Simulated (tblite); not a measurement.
C₆H₁₂F (doublet state).
Atom-mapped SMILES: `[CH2:1][C@H:2]([CH2:3][CH3:4])[CH2:5][CH2:6][F:7]` (hydrogens: H8, H9 on C1; H10 on C2; H11, H12 on C3; H13, H14, H15 on C4; H16, H17 on C5; H18, H19 on C6)

The geometry is computed with GFN2-xTB (gas phase). This method treats the open shell by occupation alone, without spin polarisation.

Entries marked ? are missing. Bonds in one row agree within 0.01 Å.

```json
{"coordinate": "C1–C2", "value": "1.474 Å"}
{"coordinate": "C2–C3", "value": "?"}
{"coordinate": "C3–C4", "value": "1.523 Å"}
{"coordinate": "C2–C5", "value": "?"}
{"coordinate": "C5–C6", "value": "?"}
{"coordinate": "C6–F7", "value": "1.375 Å"}
{"coordinate": "C1–H8, C1–H9", "value": "1.072 Å"}
{"coordinate": "C2–H10", "value": "1.095 Å"}
{"coordinate": "C3–H11", "value": "1.091 Å"}
{"coordinate": "C3–H12", "value": "1.092 Å"}
{"coordinate": "C4–H13, C4–H14, C4–H15", "value": "1.088 Å"}
{"coordinate": "C5–H16", "value": "1.091 Å"}
{"coordinate": "C5–H17", "value": "1.092 Å"}
{"coordinate": "C6–H18", "value": "1.095 Å"}
{"coordinate": "C6–H19", "value": "1.095 Å"}
{"coordinate": "C1–C2–C3", "value": "110.9°"}
{"coordinate": "C1–C2–C5", "value": "?"}
{"coordinate": "C3–C2–C5", "value": "?"}
{"coordinate": "C2–C3–C4", "value": "111.8°"}
{"coordinate": "C2–C5–C6", "value": "?"}
{"coordinate": "C5–C6–F7", "value": "110.4°"}
```

Q: Estimate the withheld lengths and angles.

A: 
- C2–C3 = 1.550 Å, drawn single (ends: carbon bonded to 3 C and H; carbon bonded to 2 C and 2 H); 0.03 Å above the sum of covalent radii, 1.52 Å.
- C2–C5 = 1.540 Å, drawn single (ends: carbon bonded to 3 C and H; carbon bonded to 2 C and 2 H); 0.02 Å above the sum of covalent radii, 1.52 Å.
- C5–C6 = 1.521 Å, drawn single (ends: carbon bonded to 2 C and 2 H; carbon bonded to C, F and 2 H); equal to the sum of covalent radii, 1.52 Å.
- C1–C2–C5 = 110.9°, at the carbon bonded to 3 C and H; the outer atoms are 2.482 Å apart.
- C3–C2–C5 = 108.7°, at the carbon bonded to 3 C and H; the outer atoms are 2.510 Å apart.
- C2–C5–C6 = 110.8°, at the carbon bonded to 2 C and 2 H; the outer atoms are 2.520 Å apart.

Radii are Cordero's, carbon taken as 0.76, 0.73 or 0.69 Å for four, three, and two or fewer neighbours.

Its GFN2-xTB frequencies are all real (lowest 66 cm⁻¹). Torsions: H–C1–C2–C3 -106° and 68°, C1–C2–C3–C4 63°, C1–C2–C5–C6 -63°, C2–C5–C6–F7 178°.

Hardware: one thread of an Arm Neoverse V2, shared host. Cost: 0.28 s of wall time. That covers the optimisation of the geometry.

One conformer stands for the species.
